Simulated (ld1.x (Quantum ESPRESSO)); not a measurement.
**Si TM: all-electron and pseudo phase curves**

| Item | Value |
| --- | --- |
| Element | Si |
| Generator | ld1.x (Quantum ESPRESSO) 7.5 |
| Type | norm-conserving Troullier–Martins (Kleinman–Bylander form) |
| Functional | PBE |
| Relativity | scalar-relativistic |
| Frozen core | [Ne] |
| Valence charge | 4 |
| Reference configuration | 3s2 3p2 |
| Partial waves | 3p (bound): rc 2.35 bohr; 3d channel at 0.1 Ry: rc 3.36 bohr; 3s (bound): rc 1.85 bohr |
| Local potential | the s channel |
| Core correction | none |

The phase is arctan(r·u′/u) with u = r·R(r), unwrapped; energies in Ry, scanned from -3 to 5 Ry. A pole is an energy at which the radial function vanishes at the test radius. The pseudo phase is shifted by a multiple of π to meet the all-electron one at the reference energy, and phase errors are pseudo minus all-electron; the curves can meet again beyond the range given. Levels narrower than the energy grid can be missing from the lists of poles.

```json
{"channel": "s", "radius (bohr)": "3.64", "reference energy (Ry)": "-0.79", "poles, all-electron": "-0.62, 2.58", "poles, pseudo": "-0.62, 2.48", "unbroken range about the reference energy with phases within 0.05 rad": "below 0.7", "phase error 1 Ry above the reference energy (rad)": "-0.004"}
{"channel": "p", "radius (bohr)": "3.64", "reference energy (Ry)": "-0.30", "poles, all-electron": "0.03, 3.14", "poles, pseudo": "0.03, 2.95", "unbroken range about the reference energy with phases within 0.05 rad": "below 1.1", "phase error 1 Ry above the reference energy (rad)": "-0.007"}
{"channel": "d", "radius (bohr)": "3.64", "reference energy (Ry)": "0.10", "poles, all-electron": "0.95, 3.70", "poles, pseudo": "0.97, 4.32", "unbroken range about the reference energy with phases within 0.05 rad": "below 1.6", "phase error 1 Ry above the reference energy (rad)": "+0.011"}
```

Phases in the p channel:

```
E (Ry)  all-electron  pseudo
 -3.00         1.404   1.404
 -2.76         1.396   1.396
 -2.52         1.386   1.386
 -2.28         1.375   1.375
 -2.04         1.361   1.361
 -1.80         1.344   1.344
 -1.56         1.321   1.321
 -1.32         1.289   1.289
 -1.08         1.239   1.238
 -0.84         1.143   1.143
 -0.60         0.874   0.873
 -0.36        -0.554  -0.554
 -0.12        -1.427  -1.428
  0.12        -1.622  -1.623
  0.36        -1.727  -1.729
  0.60        -1.823  -1.827
  0.84        -1.952  -1.964
  1.08        -2.203  -2.243
  1.32        -2.875  -3.024
  1.56        -3.882  -3.997
  1.80        -4.306  -4.359
  2.04        -4.475  -4.508
  2.28        -4.565  -4.590
  2.52        -4.622  -4.645
  2.76        -4.663  -4.686
  3.00        -4.696  -4.720
  3.24        -4.724  -4.752
  3.48        -4.751  -4.784
  3.72        -4.777  -4.822
  3.96        -4.806  -4.871
  4.20        -4.841  -4.947
  4.44        -4.888  -5.098
  4.68        -4.959  -5.553
  4.92        -5.088  -6.864
```
